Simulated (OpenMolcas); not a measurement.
Consider [Cu2(μ-OH)2(H2O)4]2+, a planar model complex in vacuum (2 bridging OH, bridge angle 92°, metal-metal distance 2.82 Å, Cu–OH 1.96 Å; typed geometry, not optimised).

```xyz
18

Cu    -1.4085     0.0000     0.0000
Cu     1.4085     0.0000     0.0000
O      0.0000     1.3601     0.0000
H      0.0000     2.3201     0.0000
O      0.0000    -1.3601     0.0000
H      0.0000    -2.3201     0.0000
O     -2.7944     1.3859     0.0000
H     -3.2072     1.7987     0.7747
H     -3.2072     1.7987    -0.7747
O     -2.7944    -1.3859     0.0000
H     -3.2072    -1.7987     0.7747
H     -3.2072    -1.7987    -0.7747
O      2.7944     1.3859     0.0000
H      3.2072     1.7987     0.7747
H      3.2072     1.7987    -0.7747
O      2.7944    -1.3859     0.0000
H      3.2072    -1.7987     0.7747
H      3.2072    -1.7987    -0.7747
```

Task: Give the energies of the total-spin states at CASSCF(2,2) on the singly occupied d orbitals (ANO-RCC-VDZP on Cu, O and ANO-RCC-VDZ on H, scalar-relativistic DKH2, RICD, no spin-orbit coupling, OpenMolcas), and the exchange constant.

Result: Local spins 1/2 and 1/2.

```tsv
total S	E (cm⁻¹)	natural occupations, lowest and highest
1	0.0	1.000, 1.000
0	27.8	0.988, 1.012
```

J = 13.9 cm⁻¹ (ferromagnetic).

J is defined by H = −2J S1·S2, so negative values are antiferromagnetic. Wave-function values come from the highest and lowest total spin; broken-symmetry values use Yamaguchi's formula with the computed ⟨S²⟩. The active space holds the singly occupied metal orbitals alone, without bridging-ligand orbitals. No row is a measured value.
